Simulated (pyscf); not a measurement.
Structures and frequencies: ωB97X-D3(BJ)/def2-SVP in PySCF.

Problem. How much does it cost (ΔH, 298 K, ωB97M-D3(BJ)/def2-TZVP) to split `[GaH2][PH][GeH3]` at its Ge–P bond into •HP–GaH₂ + GeH₃•?

Solution. Ge–P to •HP–GaH₂ + GeH₃•: 67.2 kcal/mol. The 7 functionals that were run give +65.1 (r²SCAN) to +75.0 kcal/mol (ωB97X-D3(BJ)). The radicals are drawn with the spin at the cut bond; how far it spreads was not checked. •HP–GaH₂ lies 6.2 kcal/mol over its isomer [H₂P–GaH]•, and others may lie lower still (electronic energy, ωB97M-D3(BJ)). Elements up to Kr have no core potential and no relativistic terms here.
